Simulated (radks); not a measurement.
Neutral nitrogen, 7 electrons, occupied as [He] 2s2 2p3.

Calculated with a radial shooting solver on a logarithmic mesh with Libxc functionals: Dirac Kohn-Sham, PBEsol, spin-unpolarised, spherical densities, finite nucleus; open shells fill j = l - 1/2 first; Fermi nuclear charge, rms radius 2.5582 fm.

Energy parts (hartree):
part                      energy
total                  -54.24241
kinetic                 54.11140
electron-nucleus      -127.84979
Hartree                 25.83893
exchange-correlation    -6.34296

Orbitals (lengths in bohr, moments of r in powers of bohr; r(max) is where P^2 peaks):
\begin{tabular}{lrrrrrr}
orbital & occ. & eigenvalue (hartree) & <r^4> & <r^2> & r(max) & small-component weight \\ \hline
1s1/2 & 2 & -14.07736 & 0.01356 & 0.07173 & 0.1486 & 5.84e-04 \\
2s1/2 & 2 & -0.67805 & 9.017 & 2.127 & 1.015 & 6.29e-05 \\
2p1/2 & 2 & -0.25887 & 22.36 & 2.909 & 0.9741 & 4.85e-05 \\
2p3/2 & 1 & -0.25817 & 22.47 & 2.916 & 0.9751 & 4.84e-05 \\
\end{tabular}

The highest occupied level is 2p3/2 at -7.025 eV. Summed over all electrons, <r^2> = 13.13 bohr^2, which gives a Langevin (diamagnetic) susceptibility term of -10.4 x 10^-6 cm^3/mol. For comparison, the ionisation energy in NIST's Atomic Spectra Database is 14.534 eV (measured). In exact Kohn-Sham theory the highest level is minus the ionisation energy, but local and semilocal functionals leave it too shallow, through self-interaction and a potential that decays too fast; potentials with the right tail come closer. The electron density at the nucleus is 210.2 e/bohr^3.

Beside tabulated values, note that spin-unpolarised runs miss the spin-polarisation part of the exchange energy of open shells.
